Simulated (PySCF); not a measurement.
C₃H₆O, SMILES C=C(C)O.

Coordinates come from a PBE0-D3(BJ)/def2-SVP optimisation. Other conformers were not sampled.

Level of theory: TDA-PBE/def2-SVPD (PySCF).

Vertical excitations. The molecule is in vacuum. State labels are in the subgroup Cs.

### Question
Give excitation energies, oscillator strengths and character. (An estimate is asked for; the answer gives what the named calculation found.)

### Answer

```tsv
state	symmetry	energy (eV)	λ (nm)	f	main pairs
S1	A"	5.23	237	0.002	HOMO→LUMO+1 100 %
S2	A"	6.17	201	0.000	HOMO→LUMO+2 100 %
S3	A"	6.73	184	0.026	HOMO→LUMO+3 100 %
S4	A'	6.75	184	0.294	HOMO→LUMO 70 %, HOMO→LUMO+6 22 %
S5	A"	7.23	171	0.000	HOMO→LUMO+4 100 %
S6	A"	7.50	165	0.011	HOMO→LUMO+5 100 %
S7	A"	8.11	153	0.014	HOMO→LUMO+7 99 %
S8	A'	8.14	152	0.082	HOMO→LUMO+6 72 %, HOMO→LUMO 14 %
S9	A"	8.45	147	0.011	HOMO→LUMO+8 96 %
S10	A"	8.57	145	0.000	HOMO−1→LUMO 83 %, HOMO−2→LUMO+1 14 %
T1	A'	4.32	287	0	HOMO→LUMO 98 %
T2	A"	5.10	243	0	HOMO→LUMO+1 100 %
T3	A"	6.11	203	0	HOMO→LUMO+2 100 %
T4	A"	6.61	188	0	HOMO→LUMO+3 100 %
```
Triplets are in the Tamm–Dancoff approximation.
